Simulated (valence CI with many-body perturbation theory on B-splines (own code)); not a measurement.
Level structure of Sr VII

Calculated by relativistic CI+MBPT: four valence electrons over a frozen Dirac-Fock core [Ar] 3d10, a basis of 11 s, 11 p, 10 d, 8 f, 5 g, 2 h functions for each j, with the one-electron correlation potential Σ1, the two-electron term Σ2, the three-electron term Σ3, Breit, model QED; selected CI, second order for the rest (own B-spline code, finite nucleus).

Against 13 measured levels this calculation errs by 110 cm⁻¹ on average and by 272 at most. These come from a selection out of Sansonetti, J. Phys. Chem. Ref. Data 41, 013102 (2012). Levels without a partner in it may be off by more. Among the levels kept, up to 910 cm⁻¹ of a level comes from second order outside the variational space, and about a tenth of that is noise between levels of different J, which matters for small intervals.

Levels 136 to 180 of 187, with energies above the lowest level, 4s2 4p2 3P_0. "Leading %" is the weight of the configuration and term that name the level; weights of strongly mixed levels are sums over their largest components and can fall short. In the jj column 3d3/2^4 stands for four electrons in 3d with j = 3/2. Lifetimes count E1, E2, E3, M1 and M2 decay at the calculated energies, and are blank where another channel may lead or the interval is too uncertain; long ones can be off by a factor of two.

```tsv
No.	Configuration	Term	J	E (eV)	Leading %	Lifetime	Leading jj	g
136	4s2 4d2	3F	2	69.152	69	11.3 ps	4s^2 4d3/2^2 (57 %)	0.677
137	4s2 4d2	3F	3	69.253	72	11.5 ps	4s^2 4d3/2 4d5/2 (72 %)	1.084
138	4s2 4d2	3F	4	69.363	73	11.9 ps	4s^2 4d5/2^2 (55 %)	1.249
139	4s 4p2 5s	1D	2	69.830	84	49.0 ps	4s 4p1/2 4p3/2 5s (49 %)	1.019
140	4s2 4d2	3P	0	70.012	82	13.1 ps	4s^2 4d3/2^2 (53 %)	
141	4s2 4d2	3P	1	70.073	82	13.2 ps	4s^2 4d3/2 4d5/2 (82 %)	1.501
142	4s 4p2 5p	5D°	0	70.074	73	121 ps	4s 4p1/2^2 5p1/2 (43 %)	
143	4s 4p2 5p	5D°	1	70.116	41	111 ps	4s 4p1/2^2 5p1/2 (42 %)	1.718
144	4s2 4d2	3P	2	70.166	80	13.3 ps	4s^2 4d3/2 4d5/2 (48 %)	1.490
145	4s2 4p 6s	3P°	0	70.229	77	63.9 ps	4s^2 4p1/2 6s (77 %)	
146	4s2 4p 6s	3P°	1	70.280	61	53.0 ps	4s^2 4p1/2 6s (85 %)	1.407
147	4s 4p2 5p	5D°	1	70.522	46	115 ps	4s 4p1/2 4p3/2 5p1/2 (58 %)	1.765
148	4s 4p2 5p	5D°	2	70.673	85	144 ps	4s 4p1/2 4p3/2 5p1/2 (38 %)	1.526
149	4s2 4d2	1D	2	70.846	61	12.8 ps	4s^2 4d5/2^2 (42 %)	1.005
150	4s 4p2 5p	5D°	3	71.239	86	164 ps	4s 4p1/2 4p3/2 5p3/2 (63 %)	1.502
151	4s2 4d2	1G	4	71.394	66	12.3 ps	4s^2 4d3/2 4d5/2 (49 %)	1.001
152	4s 4p2 5p	5P°	2	71.471	44	136 ps	4s 4p1/2 4p3/2 5p3/2 (32 %)	1.795
153	4s 4p2 5p	5P°	1	71.596	48	119 ps	4s 4p1/2^2 5p3/2 (30 %)	1.573
154	4s2 4p 6s	3P°	2	71.810	93	62.5 ps	4s^2 4p3/2 6s (93 %)	1.506
155	4s 4p2 5p	5D°	4	71.839	72	241 ps	4s 4p3/2^2 5p3/2 (38 %)	1.492
156	4s 4p2 5p	3D°	1	71.878	48	115 ps	4s 4p1/2 4p3/2 5p3/2 (64 %)	1.387
157	4s2 4p 6s	1P°	1	71.945	66	44.6 ps	4s^2 4p3/2 6s (92 %)	1.137
158	4s 4p2 5p	5P°	3	72.108	53	148 ps	4s 4p1/2 4p3/2 5p3/2 (31 %)	1.514
159	4s 4p2 5p	3D°	2	72.127	47	159 ps	4s 4p1/2 4p3/2 5p3/2 (44 %)	1.491
160	4s 4p2 5s	3S	1	72.316	57	29.3 ps	4s 4p1/2^2 5s (33 %)	1.765
161	4p3 4d	3D°	2	72.327	30	170 ps	4p1/2^2 4p3/2 4d3/2 (40 %)	1.105
162	4s 4p2 5p	5P°	2	72.386	38	127 ps	4s 4p1/2 4p3/2 5p1/2 (26 %)	1.637
163	4p3 4d	3D°	3	72.392	24	120 ps	4p1/2^2 4p3/2 4d3/2 (27 %)	1.361
164	4p3 4d	5D°	0	72.552	58	103 ps	4p1/2^2 4p3/2 4d3/2 (44 %)	
165	4p3 4d	5D°	1	72.636	80	79.1 ps	4p1/2 4p3/2^2 4d3/2 (43 %)	1.486
166	4p3 4d	5D°	4	72.681	51	82.1 ps	4p1/2^2 4p3/2 4d5/2 (30 %)	1.450
167	4p3 4d	5D°	2	72.741	54	91.9 ps	4p1/2^2 4p3/2 4d5/2 (24 %)	1.414
168	4p3 4d	5D°	3	72.744	31	161 ps	4p1/2 4p3/2^2 4d5/2 (32 %)	1.403
169	4p3 4d	3D°	1	72.803	68	252 ps	4p1/2 4p3/2^2 4d5/2 (34 %)	0.530
170	4p3 4d	1S°	0	72.811	54	231 ps	4p1/2 4p3/2^2 4d3/2 (47 %)	
171	4s 4p2 5s	3P	0	72.882	52	28.7 ps	4s 4p1/2 4p3/2 5s (38 %)	
172	4p3 4d	3F°	2	72.913	47	286 ps	4p1/2 4p3/2^2 4d3/2 (64 %)	0.858
173	4p3 4d	3G°	3	72.990	47	396 ps	4p1/2 4p3/2^2 4d3/2 (45 %)	0.850
174	4s 4p2 5p	3D°	3	73.165	58	103 ps	4s 4p3/2^2 5p3/2 (47 %)	1.402
175	4s 4p2 5p	3P°	0	73.179	90	100 ps	4s 4p1/2 4p3/2 5p3/2 (76 %)	
176	4p3 4d	3F°	3	73.191	56	285 ps	4p1/2 4p3/2^2 4d5/2 (37 %)	1.116
177	4p3 4d	3G°	4	73.255	51	414 ps	4p1/2 4p3/2^2 4d3/2 (35 %)	1.094
178	4s2 4d2	1S	0	73.258	73	15.4 ps	4s^2 4d5/2^2 (49 %)	
179	4s2 4p 6p	3D	1	73.447	44	66.3 ps	4s^2 4p1/2 6p1/2 (74 %)	0.863
180	4s 4p2 5p	3P°	1	73.474	81	97.9 ps	4s 4p1/2 4p3/2 5p3/2 (46 %)	1.471
```

Names give the largest LS component (configuration and term), which can be under half, so a name can repeat, a term be missing and a line seem to break the LS rules; names also repeat where a configuration has a term twice.

Where two levels of one J and parity lie close, their mixing, g and order are uncertain.
